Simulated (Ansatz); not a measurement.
A nudged elastic band was laid between two geometries of CN + H6OSi2 (11 atoms, charge 0, multiplicity 2).

All numbers below come from Ansatz, UHF/def2-SVP.

```yaml
movable_images: 5
climbing_image: yes
spring: 5.0 eV/Å²
optimiser: quadratic models (default)
start_path: through a guess of the saddle point
force_threshold: 0.05 eV/Å
iteration_limit: 60
end_points: relaxed
```

Image 0:

```xyz
11
Properties=species:S:1:pos:R:3
H -0.831 1.534 -0.106
Si 0.639 1.456 0.075
O 1.101 -0.108 0.177
Si 1.356 -1.723 0.294
C -3.906 0.800 -0.674
N -4.950 0.404 -0.988
H 1.294 2.103 -1.081
H 1.002 2.175 1.314
H 2.043 -2.208 -0.921
H 0.060 -2.424 0.432
H 2.193 -2.010 1.478
```

Image 6:

```xyz
11
Properties=species:S:1:pos:R:3
H -2.759 1.166 -0.475
Si 0.717 1.271 0.065
O 1.384 -0.214 0.214
Si 1.723 -1.815 0.358
C -3.811 1.203 -0.669
N -4.923 1.242 -0.874
H 1.265 1.971 -1.118
H 0.936 2.067 1.294
H 2.542 -2.252 -0.791
H 0.461 -2.588 0.381
H 2.464 -2.051 1.615
```

(1) Which bonds break or form, and what moves?

(2) Give the energies along the band, and the barrier.

(3) What is the geometry of the highest image?

The band took 12 iterations and of the order of 4 core-minutes.

Answers

(1) Bonds broken: H1–Si2. Bonds formed: H1–C5. CN + H6OSi2 becomes H5OSi2 + HCN (or HNC).

(2) The forces met the threshold. The highest image is number 2 of 0 to 6, 15.6 kJ/mol above the first end and 143.4 kJ/mol above the last; the last end lies 127.8 kJ/mol below the first. Neighbouring images differ by up to 1.2 eV, so the band resolves the path poorly. A vibrational analysis at the climbing image gives one clearly imaginary mode, 324i cm⁻¹: a first-order saddle point.

```
image  path coordinate (Å)  energy (kJ/mol)  H1–Si2 (Å)  H1–C5 (Å)
    0                 0.00              0.0        1.48       3.21
    1                 0.89              2.6        1.48       2.47
    2                 1.77             15.6        1.55       1.70
    3                 2.55           -104.6        2.42       1.08
    4                 3.32           -124.6        2.99       1.07
    5                 4.10           -127.6        3.47       1.07
    6                 4.87           -127.8        3.52       1.07
```

(3) 
```xyz
11
Properties=species:S:1:pos:R:3
H -1.230 1.214 -0.236
Si 0.301 1.343 0.002
O 0.938 -0.143 0.132
Si 1.311 -1.742 0.285
C -2.894 0.986 -0.522
N -4.013 0.795 -0.740
H 0.850 2.064 -1.160
H 0.470 2.116 1.246
H 2.040 -2.186 -0.919
H 0.066 -2.524 0.433
H 2.161 -1.925 1.479
```

Time of the run: 120 s on 2 threads of Arm Neoverse V2 (shared host), peak memory 0.3 GiB.
